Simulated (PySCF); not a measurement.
B(Me)2(NHMe), C₃H₁₀BN, SMILES B(NC)(C)C, singlet (GFN2-xTB optimised geometry):

```
15

B     -0.060     0.549     0.000
C     -0.864     1.922     0.000
H     -1.944     1.792    -0.031
H     -0.585     2.539    -0.852
H     -0.632     2.508     0.888
C      1.532     0.549     0.000
H      1.936     0.008     0.854
H      1.944     1.554     0.033
H      1.930     0.069    -0.893
N     -0.772    -0.639     0.000
C     -0.274    -1.995    -0.001
H     -1.782    -0.612     0.000
H      0.813    -1.984     0.001
H     -0.615    -2.535    -0.889
H     -0.620    -2.539     0.883
```

Level of theory: CAM-B3LYP/def2-TZVP (PySCF).

Task: What are the frontier orbital energies and the dipole moment?

Result: HOMO-2 -11.01 eV, HOMO-1 -9.68 eV, HOMO -8.80 eV, LUMO 1.57 eV, LUMO+1 2.36 eV; dipole moment 1.48 D.

Meta-Löwdin charges at CAM-B3LYP/def2-TZVP: B1 0.20, C2 -0.46, H3 0.10, H4 0.12, H5 0.12, C6 -0.47, H7 0.12, H8 0.11, H9 0.12, N10 -0.30, C11 -0.22, H12 0.22, H13 0.12, H14 0.11, H15 0.11.
